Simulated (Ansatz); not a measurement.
Two isomers of C2H5FOSi: A = `C[C@H]1O[Si@H]1F`, B = `FC1OC[SiH2]1`.

Computed with Ansatz on PBE0-D4/def2-TZVP structures; ΔE is electronic, products minus reactants. CCSD(T)/CBS adds triple-zeta CCSD(T) − MP2 to the extrapolated MP2 energy (def2 sets, frozen cores). Functionals use def2-TZVPP. B3LYP here is the variant with VWN-RPA as its local correlation; programs differ in this.

A:

```xyz
10

C     0.1883   -0.3571   -1.3277
C    -0.5874    0.0768   -0.1220
O    -0.5439   -0.9231    1.0137
Si    0.1437    0.4882    1.4670
F     1.7186    0.5139    1.6589
H     1.2260   -0.5912   -1.0836
H     0.1851    0.4416   -2.0742
H    -0.2663   -1.2450   -1.7773
H    -1.6207    0.3482   -0.3368
H    -0.4434    1.2478    2.5819
```

B:

Z-matrix (Å, degrees):
```
C
O 1 1.399
F 1 1.388 2 110.4
Si 1 1.912 2 89.8 3 -114.3
H 1 1.091 2 110.1 3 117.3
C 2 1.452 1 104.4 3 96.6
H 4 1.486 1 114.5 2 -95.4
H 4 1.485 1 119.7 2 130.2
H 6 1.090 2 109.7 1 138.6
H 6 1.093 2 110.9 1 -100.5
```

Problem. Which isomer does CCSD(T)/CBS put lower? Give the gap. (Estimate.)

Solution. Ansatz gave: A, by 291.5 kJ/mol.

Problem. Give E(B) − E(A) in kJ/mol with r2SCAN-D4, B3LYP-D4, B3LYP, PBE0-D4, PBE-D4, B2PLYP, HF/def2-TZVPP. (An estimate is asked.)

Solution. Ansatz gave: r2SCAN-D4 286.8, B3LYP-D4 279.9, B3LYP 280.5, PBE0-D4 271.0, PBE-D4 265.3, B2PLYP 289.9, HF/def2-TZVPP 285.5. None reverses the order clearly.

Largest T1 diagnostic: 0.013.

From PBE to PBE0 (25 % exact exchange), in def2-TZVPP and without D4, E(B) − E(A) moves by +5.5 kJ/mol.
